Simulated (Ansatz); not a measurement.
Program: Ansatz. Geometries: PBE0-D4/def2-TZVP. ΔE: electronic, gas phase. CCSD(T)/CBS adds triple-zeta CCSD(T) − MP2 to the extrapolated MP2 energy (def2 sets, frozen cores). One conformer a species, not always the lowest.

Reaction (cleavage of the Si–Si bond): `FC[SiH]([SiH3])[SiH3]` + `OC(F)F` → `FC(F)O[SiH3]` + `FC[SiH2][SiH3]`

```csv
species,CCSD(T)/CBS(def2) energy (Eh)
`FC[SiH]([SiH3])[SiH3]`,-1010.46907
`OC(F)F`,-314.01610
`FC(F)O[SiH3]`,-604.32648
`FC[SiH2][SiH3]`,-720.18634
```

Question: Work out ΔE.

Answer: ΔE = (-604.32648) + (-720.18634) − (-1010.46907) − (-314.01610) = -0.02765 Eh = -72.6 kJ/mol.

Largest T1 diagnostic among the species: 0.013.

The D4 term adds +4.9 kJ/mol with B3LYP and +3.1 kJ/mol with PBE0; it sums over pairs of atoms, weighted by their polarisabilities, and B3LYP, whose exchange is more repulsive, gets the larger term. From PBE to PBE0 (25 % exact exchange), in def2-TZVPP and without D4, ΔE moves by −5.9 kJ/mol. In def2-TZVPP, CCSD(T) changes the Hartree–Fock value by +26.6 kJ/mol (the triples alone add +3.9 kJ/mol) and MP2 by +20.9 kJ/mol.

B3LYP here is the variant with VWN-RPA as its local correlation; programs differ in this.
